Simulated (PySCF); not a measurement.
FGeH₅OSi, SMILES F[SiH2][O][GeH3].

Geometry optimised at PBE0-D3(BJ)/def2-SVP. This is a generated structure with no PubChem entry under its InChIKey; it may be hypothetical. The values are those of a single conformer.

Computed with PySCF with TDA-B3LYP/def2-SVPD.

Vertical excitations. The molecule is in vacuum.

```
state  energy (eV)  λ (nm)      f                                                                 main pairs
-----  -----------  ------  -----  -------------------------------------------------------------------------
S1            6.97     178  0.004                                                             HOMO→LUMO 96 %
S2            7.36     169  0.011                                                           HOMO−1→LUMO 97 %
S3            7.57     164  0.048                                                           HOMO→LUMO+1 92 %
S4            7.94     156  0.021                                       HOMO→LUMO+2 69 %, HOMO−1→LUMO+1 15 %
S5            8.02     155  0.037                                       HOMO−1→LUMO+1 64 %, HOMO−2→LUMO 29 %
S6            8.05     154  0.017                     HOMO−2→LUMO 57 %, HOMO−1→LUMO+1 17 %, HOMO→LUMO+2 16 %
S7            8.53     145  0.025  HOMO→LUMO+4 35 %, HOMO−2→LUMO+1 28 %, HOMO−1→LUMO+2 19 %, HOMO→LUMO+3 8 %
S8            8.61     144  0.019                     HOMO→LUMO+3 59 %, HOMO→LUMO+4 15 %, HOMO−1→LUMO+2 10 %
S9            8.65     143  0.030                                       HOMO−1→LUMO+2 53 %, HOMO→LUMO+4 34 %
S10           8.67     143  0.059                    HOMO−2→LUMO+1 54 %, HOMO→LUMO+3 23 %, HOMO−1→LUMO+2 9 %
T1            6.61     188      0                                                             HOMO→LUMO 93 %
T2            6.96     178      0                                                           HOMO−1→LUMO 95 %
T3            7.24     171      0                                                           HOMO→LUMO+1 83 %
T4            7.49     166      0                                       HOMO−1→LUMO+1 65 %, HOMO→LUMO+2 20 %
```
Triplets are in the Tamm–Dancoff approximation.
